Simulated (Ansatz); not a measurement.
Reaction (ligand exchange at the Al–O bond): `[OH][Al]([Cl])[Br]` + HCl → `[Cl][Al]([Cl])[Br]` + H₂O

Calculated with Ansatz (gas phase, PBE0-D4/def2-TZVP geometries, no zero-point term in ΔE). CCSD(T)/CBS is the MP2 limit (def2-TZVPP, def2-QZVPP) plus CCSD(T) − MP2 in def2-TZVPP, frozen cores. This one scheme is used for every species. Functionals use def2-TZVPP. B3LYP here is the variant with VWN-RPA as its local correlation; programs differ in this. HSE06 is defined as in plane-wave codes. For Br outer-core shells are correlated without core-valence functions, which leaves a few kJ/mol of doubt a bond. Scalar relativity is left out up to krypton. One conformer a species, not always the lowest.

```csv
level,ΔE (kJ/mol),difference from CCSD(T)/CBS
B97M-V,-20.3,2.8
HSE06-D4,-25.3,-2.2
ωB97X-V,-19.2,3.9
PBE-QIDH,-23.1,0.0
PBE,-20.8,2.3
revPBE,-22.2,0.9
BLYP,-12.8,10.3
PBE0,-23.6,-0.5
B3LYP,-15.3,7.8
r2SCANh,-20.5,2.6
HSE06,-24.0,-0.9
BHLYP,-17.0,6.1
CCSD/def2-TZVPP,-16.4,6.7
HF/def2-QZVPP,-19.6,3.5
MP2/def2-QZVPP,-22.9,0.2
CCSD/CBS(def2),-22.5,0.6
CCSD(T)/CBS,-23.1,0
```

Largest T1 diagnostic among the species: 0.009.

Leaving LDA and LC-ωPBE aside and taking each functional with its dispersion term where it has one, the values, not all of them listed here, spread over 11.2 kJ/mol, from HSE06-D4 to CAM-B3LYP-D4. LDA lies +4.5 kJ/mol from PBE without D4. At CCSD(T), def2-SVP lies +3.7 kJ/mol from the extrapolated value and def2-TZVPP +6.1 kJ/mol. From BLYP to BHLYP (50 % exact exchange), in def2-TZVPP and without D4, ΔE moves by −4.2 kJ/mol.
